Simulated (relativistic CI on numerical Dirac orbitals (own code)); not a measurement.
# Tc⁶⁺ (4d) in a crystal field

Calculated by Dirac-Coulomb-Breit CI, KLI orbitals optimised for each configuration, model QED, valence Slater integrals scaled by 0.7, one configuration in a parametric crystal field (own radial code).

Field parameters in Wybourne normalisation: D3d B²₀ = −7Dσ, B⁴₀ = −14Dq − 21Dτ, B⁴₃ = −14√(10/7) Dq; D4h B²₀ = −7Ds, B⁴₀ = 21(Dq − Dt), B⁴₄ = 21√(5/14) Dq; Td as Oh with Dq negative (B⁴₀ = 21Dq, B⁴₄ = √(5/14) B⁴₀). The field is a parameter set, without covalency.

S is read from ⟨S²⟩ = S(S + 1).

Powder χT (cm³ K mol⁻¹) by Van Vleck's formula, with temperature-independent terms:

| Field | 2 K | 5 K | 10 K | 20 K | 50 K | 100 K | 200 K | 300 K |
| --- | --- | --- | --- | --- | --- | --- | --- | --- |
| D3d, 10Dq = 42600, Dσ = 710, Dτ = -280 cm⁻¹ | 0.00438 | 0.00511 | 0.00633 | 0.00876 | 0.0161 | 0.0282 | 0.053 | 0.0783 |
| D4h, 10Dq = 24650, Ds = -230, Dt = 20 cm⁻¹ | 0.0236 | 0.0243 | 0.0255 | 0.028 | 0.0355 | 0.0479 | 0.0725 | 0.0962 |
| D4h, 10Dq = 25250, Ds = 2430, Dt = 250 cm⁻¹ | 0.00852 | 0.00918 | 0.0103 | 0.0125 | 0.0191 | 0.0302 | 0.0523 | 0.0753 |
| D4h, 10Dq = 34650, Ds = -1280, Dt = -730 cm⁻¹ | 0.00294 | 0.00376 | 0.00513 | 0.00787 | 0.0161 | 0.0293 | 0.0551 | 0.0807 |
| D4h, 10Dq = 35500, Ds = 2960, Dt = 910 cm⁻¹ | 0.00666 | 0.00734 | 0.00847 | 0.0107 | 0.0175 | 0.0288 | 0.0516 | 0.0754 |
| Td, 10Dq = -7200 cm⁻¹ | 0.179 | 0.18 | 0.18 | 0.182 | 0.185 | 0.191 | 0.204 | 0.216 |
| Td, 10Dq = -16850 cm⁻¹ | 0.27 | 0.27 | 0.27 | 0.271 | 0.273 | 0.276 | 0.282 | 0.288 |
| Td, 10Dq = -17200 cm⁻¹ | 0.272 | 0.272 | 0.272 | 0.273 | 0.274 | 0.277 | 0.283 | 0.289 |

For D4h, 10Dq = 34650, Ds = -1280, Dt = -730 cm⁻¹: what effective moment follows at 300 K?

μ_eff = √(8χT) = 0.80 μB. The ground level has S = 0.50; the spin-only moment for S = 1/2 is 1.73 μB. The difference comes from the orbital moment, spin-orbit mixing of terms and temperature-independent paramagnetism, all larger in this ionic model than in covalent complexes.
